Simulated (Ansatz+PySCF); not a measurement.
Values are calculated unless marked as measured or tabulated.
Input for Ansatz (development build ahead of 0.2.0):

```yaml
crystal:
  periodic: [false, false, false]
  atoms:
    - { symbol: C, position_ang: [0.0, 0.0, -1.51118] }
    - { symbol: Br, position_ang: [0.0, 0.0, 0.41832] }
    - { symbol: H, position_ang: [0.0, -1.03946, -1.85799] }
    - { symbol: H, position_ang: [-0.9002, 0.51973, -1.85799] }
    - { symbol: H, position_ang: [0.9002, 0.51973, -1.85799] }
basis:
  gaussian: { orbitals: def2-SVP }
magnetization:
  spin_polarized: true
hamiltonian:
  xc: pbe
```

The input is written out in the form of the current development build from the run's settings.

The run gave:

| Quantity | Value |
| --- | --- |
| Converged | yes |
| Total energy | -2613.27398 hartree |
| Stability test | minimum |
